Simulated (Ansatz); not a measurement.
Ansatz (an electronic-structure program) input (B3LYP-D3(BJ)/def2-TZVP):

Ansatz 0.2 input:
```yaml
crystal:
  periodic: [false, false, false]
  atoms:
    - {symbol: Cr, position_ang: [0.20965161, 0.19605866, 0.30121870]}
    - {symbol: O, position_ang: [1.40153307, -0.48499468, -0.41165513]}
    - {symbol: O, position_ang: [-0.64904519, -0.77504378, 1.14521608]}
    - {symbol: Cl, position_ang: [-0.96366638, 1.03782999, -1.08800909]}
basis:
  gaussian:
    orbitals: def2-TZVP
hamiltonian:
  xc: b3lyp
  dispersion: d3bj
total_charge: 1
relax: {f_tol: 0.002, max_steps: 150}
```

End of the output:

```
the calculation of the forces begins
reference -45031.94695877 eV, -1654.8935269847 hartree; 28, 28 occupied and 116, 116 virtual orbitals, 1051 factors
relax step   6: F+E_penalty+E_count = -45032.13250479 eV  Δ(F+E_penalty+E_count) = -7.625e-7 eV  max|allowed force component| = 6.116e-4 eV/Å  Δτ_max = 0.0005 Å  (32 SCF iters, accepted)
integrals: 0.07 GiB planned
1051 factors; their error is unknown
mean field: 0.61 GiB planned
mean field -45031.94673343 eV, -1654.8935187039 hartree, gradient 2.3e-5 eV, S^2 0.000000; 1 other end points of the search recorded, 0 dependent functions left out
the calculation of the forces begins
reference -45031.94695877 eV, -1654.8935269847 hartree; 28, 28 occupied and 116, 116 virtual orbitals, 1051 factors
Total energy: -45032.13273012 eV, -1654.9003539562 hartree
Atom 0 at     0.202101     0.207422     0.293277 Å, force    -0.000424    -0.000289    -0.000612 eV/Å
Atom 1 at     1.384628    -0.521129    -0.357477 Å, force     0.000367    -0.000127     0.000348 eV/Å
Atom 2 at    -0.586925    -0.799845     1.139143 Å, force     0.000260    -0.000139     0.000426 eV/Å
Atom 3 at    -1.001331     1.087401    -1.128173 Å, force    -0.000204     0.000555    -0.000162 eV/Å
Dipole moment:     0.185201     0.473157     0.332089 e Å
```
